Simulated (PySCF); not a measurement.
Ligands exchanged one at a time, Ga F-NH2. Isolated molecules, 0 K electronic values unless said otherwise. One relaxed conformer stands for each flexible species; it need not be the lowest. Strings in code marks are SMILES.

Level of theory: PBE0-D4/def2-TZVP (PySCF). Excitations are Tamm–Dancoff values on a coarser integration grid. The basis has no diffuse functions, so Rydberg states are missing or too high.

```
species                                             HOMO (eV)  HOMO–LUMO gap (eV)  S1–T1 gap (TDA) (eV)  S1 oscillator strength  T1 excitation (TDA) (eV)
--------------------------------------------------  ---------  ------------------  --------------------  ----------------------  ------------------------
0 of 3 F replaced by NH2                               -11.77                9.42                  0.39                   0.000                      7.17
1 of 3 F replaced by NH2 (`[F][Ga]([NH2])[F]`)          -8.33                7.18                  0.61                   0.041                      5.07
2 of 3 F replaced by NH2 (`[NH2][Ga]([NH2])[F]`)        -7.31                6.99                  0.53                   0.012                      5.05
3 of 3 F replaced by NH2 (`[NH2][Ga]([NH2])[NH2]`)      -6.72                6.89                  0.48                   0.010                      5.11
```
